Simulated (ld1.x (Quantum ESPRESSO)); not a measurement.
# How hard is this Ba (Z = 56) TM potential?

* Element: barium
* Generator: ld1.x (Quantum ESPRESSO) 7.5
* Type: norm-conserving Troullier–Martins (Kleinman–Bylander form)
* Functional: revPBE
* Relativity: scalar-relativistic
* Frozen core: [Kr] 4d10 5s2
* Valence charge: 8
* Reference configuration: 5p6 5d0 6s2 6p0
* Partial waves: 6s (bound): rc 3.25 bohr; 5d (bound, empty): rc 3.25 bohr; 5p (bound): rc 3.10 bohr
* Local potential: the p channel
* Core correction: a·sin(br)/r model core, default radius (core density twice the valence density)

The pseudo-atom Hamiltonian at the reference potential is diagonalised in spherical Bessel functions j_l(qr) that vanish at 20 bohr, with q² up to the cutoff. All-electron valence levels (Ry): 6s -0.2346, 5d -0.1458, 5p -1.3781, 6p -0.0914.

**Question.** How do the lowest levels (Ry) of each channel move with the cutoff, and are there ghosts?

**Answer.**

| cutoff (Ry) | s #1 | s #2 | d #1 | d #2 | p #1 | p #2 | p #3 | f #1 | Σ f·Δε (mRy) |
| --- | --- | --- | --- | --- | --- | --- | --- | --- | --- |
| 8 | -1.0548 | -0.2339 | -0.1412 | 0.0341 | -1.3741 | -0.0950 | 0.0377 | 0.0766 | 25.4 |
| 10 | -1.0578 | -0.2339 | -0.1447 | 0.0336 | -1.3776 | -0.0964 | 0.0371 | 0.0766 | 4.4 |
| 12 | -1.0587 | -0.2343 | -0.1456 | 0.0335 | -1.3778 | -0.0966 | 0.0370 | 0.0766 | 2.7 |
| 15 | -1.0605 | -0.2345 | -0.1458 | 0.0335 | -1.3779 | -0.0966 | 0.0370 | 0.0766 | 1.3 |
| 18 | -1.0611 | -0.2345 | -0.1458 | 0.0335 | -1.3780 | -0.0967 | 0.0370 | 0.0766 | 0.6 |
| 21 | -1.0612 | -0.2346 | -0.1458 | 0.0335 | -1.3781 | -0.0967 | 0.0370 | 0.0766 | 0.2 |
| 25 | -1.0613 | -0.2346 | -0.1458 | 0.0335 | -1.3781 | -0.0967 | 0.0370 | 0.0766 | 0.1 |
| 400 | -1.0614 | -0.2346 | -0.1458 | 0.0335 | -1.3781 | -0.0967 | 0.0370 | 0.0766 | 0.0 |

Result: ghost state, extra bound levels that the all-electron valence spectrum of the same l lacks: s at -14.4 eV (a true bound ghost makes a file unfit for plane-wave use); 10 mRy is reached at 10 Ry and 1 mRy at 18 Ry.

2 of 7 tests not solved or not reliable.
